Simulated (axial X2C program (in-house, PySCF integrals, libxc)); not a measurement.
# F or Cl: which binds elements of chip processing more strongly?

All values come from calculations with an in-house relativistic program for diatomic molecules, spin-free (one-electron X2C) or two-component (2c: spin–orbit coupling with atomic mean-field Coulomb and Gaunt terms, which also bring small scalar terms), in Dyall basis sets with cores contracted in-house; open shells are unrestricted.

Level PBE0, spin-free. Dyall triple-zeta sets: BF v3z/av3z; BCl v3z/av3z; AlF v3z/av3z; AlCl v3z/av3z; TiF cv3z/av3z; TiCl cv3z/av3z; GaF cv3z/av3z; GaCl cv3z/av3z; GeF cv3z/av3z; GeCl cv3z/av3z; ZrF cv3z/av3z; ZrCl cv3z/av3z; InF cv3z/av3z; InCl cv3z/av3z; SnF cv3z/av3z; SnCl cv3z/av3z; SbF cv3z/av3z; SbCl cv3z/av3z.

Diatomic bonds are a first guide to the radicals met in plasma etching, cleaning and deposition, though surfaces and higher halides or oxides behave in their own way.

```tsv
element M	state of MF	Re MF (Å)	D0 MF (eV)	state of MCl	Re MCl (Å)	D0 MCl (eV)
B	M_S = 0, Λ = 0	1.262	7.67	M_S = 0, Λ = 0	1.720	5.23
Al	M_S = 0, Λ = 0	1.675	6.65	M_S = 0, Λ = 0	2.155	5.07
Ti	M_S = 3/2, Λ = 0	1.773	6.09	M_S = 3/2, Λ = 3	2.253	4.59
Ga	M_S = 0, Λ = 0	1.783	5.89	M_S = 0, Λ = 0	2.217	4.78
Ge	M_S = 1/2, Λ = 1	1.753	5.13	M_S = 1/2, Λ = 1	2.177	4.03
Zr	M_S = 3/2, Λ = 0	1.878	6.53	M_S = 3/2, Λ = 0	2.328	4.99
In	M_S = 0, Λ = 0	1.995	5.41	M_S = 0, Λ = 0	2.418	4.54
Sn	M_S = 1/2, Λ = 1	1.949	4.83	M_S = 1/2, Λ = 1	2.373	3.88
Sb	M_S = 1, Λ = 0	1.921	4.09	M_S = 1, Λ = 0	2.344	3.17
```

Problem. Work out the energy at 0 K of MF + Cl → MCl + F for each element.

Solution. ΔE = D0(MF) − D0(MCl) at PBE0, spin-free: B 2.44, Al 1.58, Ti 1.50, Ga 1.11, Ge 1.10, Zr 1.54, In 0.87, Sn 0.95, Sb 0.92 eV (negative: the exchange gives off energy).

Problem. For which element is the exchange to Cl most and for which least favourable, and what is the energy of InF + BCl → InCl + BF?

Solution. In most (0.87 eV; too close to rank against Sn, Sb), B least (2.44 eV). The atoms cancel in the double exchange: ΔE = 0.87 − (2.44) = -1.57 eV, a figure less sensitive to errors in the atoms than D0 itself.

Each entry is the lowest single determinant of a limited PBE0 search at one distance. D0 = De minus the zero-point energy; De goes to single-determinant-based atoms at the same level (for ions the charge split of lowest energy) and is withheld (n/a) where an atom does not fit its ground term or J level. Main or longest-lived isotopes. One determinant is a doubtful description, or other states lie close, for TiF, TiCl, ZrF, ZrCl, SbF, SbCl; these need not be ground states, and all values refer to the states named. The functionals have no current term, which raises determinants with orbital currents. Spin-free values lack the spin–orbit lowering of the atoms, a third of the ²P splitting for halogens (0.036 eV for Cl, 0.152 eV for Br from NIST levels). These D0 were not checked against measured values; triple-zeta sets, frozen cores and single determinants leave errors of some tenths of an eV, more for transition metals.
